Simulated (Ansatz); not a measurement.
`BN(C=N)CF`, relaxed with RKS PBE0-D4/def2-TZVP in Ansatz 0.2.0 from a PBE-D4/def2-SVP geometry. The force threshold is 0.005 eV/Å; the program also tests the step.

Charge 0, multiplicity 1.

Start:

```xyz
12

B    -1.224    1.217   -0.113
N    -0.214    0.232    0.041
C     0.942    0.472    0.845
N     1.991   -0.242    0.957
C    -0.294   -1.058   -0.608
F     0.640   -1.167   -1.625
H    -2.175    0.967   -0.822
H    -1.101    2.268    0.478
H     0.847    1.413    1.422
H     1.977   -1.060    0.324
H    -1.310   -1.179   -1.031
H    -0.081   -1.863    0.132
```

```tsv
step	energy (eV)	largest force (eV/Å)	largest move (Å)
1	-8538.9494	0.816	0.000
2	-8539.0055	0.263	0.036
3	-8539.0109	0.070	0.018
4	-8539.0117	0.033	0.025
5	-8539.0120	0.025	0.004
6	-8539.0120	0.056	0.014
7	-8539.0121	0.012	0.002
8	-8539.0121	0.004	0.002
```

End:

```xyz
12

B    -1.210    1.203   -0.111
N    -0.205    0.228    0.036
C     0.931    0.473    0.834
N     1.959   -0.239    0.974
C    -0.294   -1.046   -0.606
F     0.592   -1.130   -1.659
H    -2.150    0.957   -0.802
H    -1.086    2.237    0.470
H     0.850    1.413    1.378
H     1.955   -1.072    0.389
H    -1.301   -1.178   -0.997
H    -0.041   -1.848    0.094
```

Hardware: 4 threads of an AMD EPYC 9R45 on a shared host. Wall time 14 s, peak host memory 0.61 GiB.
